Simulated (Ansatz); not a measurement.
`[SiH3]N([SiH3])[Si]Br` + H₂S → `S[Si]Br` + `[SiH3]N[SiH3]` at 500 K and 1 bar (ligand exchange at the Si–N bond).

Gas-phase electronic energies from Ansatz, PBE0-D4/def2-TZVP geometries. CCSD(T)/CBS adds triple-zeta CCSD(T) − MP2 to the extrapolated MP2 energy (def2 sets, frozen cores). This one scheme is used for every species. For Br outer-core shells are correlated without core-valence functions, which leaves a few kJ/mol of doubt a bond. Scalar relativity is left out up to krypton. Each species was taken in one conformer, which may not be the lowest.

```csv
species,CCSD(T)/CBS energy (Eh),H − E (kJ/mol),S (J/(mol·K))
`[SiH3]N([SiH3])[Si]Br`,-3498.95213,209.8,469.5
H₂S,-398.97279,57.0,224.0
`S[Si]Br`,-3260.81547,56.7,339.1
`[SiH3]N[SiH3]`,-637.10515,216.0,394.7
```

H − E and S are ideal-gas, rigid-rotor, harmonic terms from PBE0-D4/def2-TZVP, for one conformer and one mirror image of each species. 1 Eh = 2625.50 kJ/mol, R = 8.31446 J/(mol·K).

**Question.** By hand: ΔE, ΔH, ΔS and ΔG.

**Answer.** ΔE = (-3260.81547) + (-637.10515) − (-3498.95213) − (-398.97279) = 0.00430 Eh = 11.3 kJ/mol. Δ(H − E) = 56.7 + 216.0 − 209.8 − 57.0 = 5.9, so ΔH = 17.2 kJ/mol. ΔS = 339.1 + 394.7 − 469.5 − 224.0 = 40.3 J/(mol·K). ΔG = 17.2 − 500 × (40.3)/1000 = -2.9 kJ/mol.

**Question.** By hand: the equilibrium constant, and the temperature at which ΔG would vanish if ΔH and ΔS stayed fixed.

**Answer.** log₁₀ K = −ΔG/(RT ln 10) = 0.3. ΔG = 0 at ΔH/ΔS = 427 K.

TΔS isn't small against ΔH here. The sign of ΔG lies within the doubt. A doubt of 5 kJ/mol in ΔE shifts log₁₀ K by 0.5 here. Other conformers and mirror images would add mixing entropy, several J/(mol·K) or more a flexible species. Modes under 60 cm⁻¹, often nearly free rotors, make the harmonic entropy too high. These are equilibria of isolated gas molecules and say nothing of rates. Largest T1 diagnostic: 0.012 (customary marks: 0.02 for closed shells, 0.045 for open ones).
